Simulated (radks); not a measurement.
Results of a calculation; reference values are marked as such.
Q: The silver ion Ag2+, 45 electrons, occupied as [Kr] 4d9. Code: a radial shooting solver on a logarithmic mesh with Libxc functionals. Model: scalar-relativistic Kohn-Sham, PBE, spin-polarised, spherical densities, point nucleus; open shells are filled with parallel spins first (spin-orbit coupling, left out, can overturn this in heavy ions). Some entries of the table are withheld. Estimate them.

| orbital | occ. | eigenvalue (eV) | <1/r> (bohr^-1) |
|---|---|---|---|
| 1s down | 1 | -25353.22 | 49.43 |
| 1s up | 1 | -25353.22 | 49.43 |
| 2s up | 1 | -3752.398 | 11.23 |
| 2s down | 1 | -3752.208 | 11.23 |
| 2p up | 3 | -3368.059 | 10.85 |
| 2p down | 3 | -3367.915 | 10.85 |
| 3s up | 1 | -706.5160 | 3.944 |
| 3s down | 1 | -706.4230 | 3.944 |
| 3p up | 3 | -580.2985 | 3.757 |
| 3p down | 3 | -580.1916 | 3.757 |
| 3d up | 5 | (1) | 3.530 |
| 3d down | 5 | (2) | 3.530 |
| 4s up | 1 | -117.9557 | (3) |
| 4s down | 1 | -117.2103 | (4) |
| 4p up | 3 | -81.3441 | 1.363 |
| 4p down | 3 | -80.5757 | 1.363 |
| 4d up | 5 | -29.2433 | (5) |
| 4d down | 4 | -28.5080 | (6) |

A: 
(1) 3d up eigenvalue (eV): -381.3177
(2) 3d down eigenvalue (eV): -381.1483
(3) 4s up <1/r> (bohr^-1): 1.515
(4) 4s down <1/r> (bohr^-1): 1.516
(5) 4d up <1/r> (bohr^-1): 1.024
(6) 4d down <1/r> (bohr^-1): 1.022
